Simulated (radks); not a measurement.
The numbers below are computed, except where a source is named.
All-electron atom: Sn II in [Kr] 4d(3/2: 4, 5/2: 5) 5s2 5p(1/2: 2, 3/2: 0) (not the ground configuration).

Level of theory: Dirac Kohn-Sham, PBE, spin-unpolarised, spherical densities, finite nucleus; Fermi nuclear charge, rms radius 4.6519 fm (a radial shooting solver on a logarithmic mesh with Libxc functionals).

Energy parts (eV):
total: -168103.479
kinetic: 177006.790
electron-nucleus: -407356.038
Hartree: 66725.084
exchange-correlation: -4479.314

Orbitals (lengths in bohr, moments of r in powers of bohr; r(max) is where P^2 peaks):
[
 {"orbital": "1s1/2", "occ.": "2", "eigenvalue (eV)": "-29009.04", "<r^4>": "3.406e-06", "<1/r>": "53.08", "r(max)": "0.01877"},
 {"orbital": "2s1/2", "occ.": "2", "eigenvalue (eV)": "-4391.834", "<r^4>": "0.0005913", "<1/r>": "12.31", "r(max)": "0.1062"},
 {"orbital": "2p1/2", "occ.": "2", "eigenvalue (eV)": "-4103.440", "<r^4>": "0.0003812", "<1/r>": "12.29", "r(max)": "0.08180"},
 {"orbital": "2p3/2", "occ.": "4", "eigenvalue (eV)": "-3872.817", "<r^4>": "0.0004481", "<1/r>": "11.45", "r(max)": "0.08632"},
 {"orbital": "3s1/2", "occ.": "2", "eigenvalue (eV)": "-860.3066", "<r^4>": "0.02645", "<1/r>": "4.352", "r(max)": "0.3077"},
 {"orbital": "3p1/2", "occ.": "2", "eigenvalue (eV)": "-743.1643", "<r^4>": "0.02567", "<1/r>": "4.260", "r(max)": "0.2941"},
 {"orbital": "3p3/2", "occ.": "4", "eigenvalue (eV)": "-701.0371", "<r^4>": "0.02913", "<1/r>": "4.053", "r(max)": "0.3043"},
 {"orbital": "3d3/2", "occ.": "4", "eigenvalue (eV)": "-494.0574", "<r^4>": "0.02489", "<1/r>": "3.899", "r(max)": "0.2493"},
 {"orbital": "3d5/2", "occ.": "6", "eigenvalue (eV)": "-485.3598", "<r^4>": "0.02590", "<1/r>": "3.846", "r(max)": "0.2523"},
 {"orbital": "4s1/2", "occ.": "2", "eigenvalue (eV)": "-148.7100", "<r^4>": "0.8376", "<1/r>": "1.714", "r(max)": "0.7447"},
 {"orbital": "4p1/2", "occ.": "2", "eigenvalue (eV)": "-109.5695", "<r^4>": "1.097", "<1/r>": "1.600", "r(max)": "0.7701"},
 {"orbital": "4p3/2", "occ.": "4", "eigenvalue (eV)": "-101.8816", "<r^4>": "1.253", "<1/r>": "1.534", "r(max)": "0.7943"},
 {"orbital": "4d3/2", "occ.": "4", "eigenvalue (eV)": "-40.2282", "<r^4>": "3.139", "<1/r>": "1.258", "r(max)": "0.8732"},
 {"orbital": "4d5/2", "occ.": "5", "eigenvalue (eV)": "-39.1292", "<r^4>": "3.304", "<1/r>": "1.241", "r(max)": "0.8822"},
 {"orbital": "5s1/2", "occ.": "2", "eigenvalue (eV)": "-19.9341", "<r^4>": "46.90", "<1/r>": "0.5860", "r(max)": "1.925"},
 {"orbital": "5p1/2", "occ.": "2", "eigenvalue (eV)": "-12.1397", "<r^4>": "105.1", "<1/r>": "0.4813", "r(max)": "2.251"},
 {"orbital": "5p3/2", "occ.": "0", "eigenvalue (eV)": "-11.4591", "<r^4>": "121.3", "<1/r>": "0.4621", "r(max)": "2.335"}
]

The highest occupied level is 5p1/2 at -12.140 eV. The electron density at the nucleus is 1.912e+05 e/bohr^3.
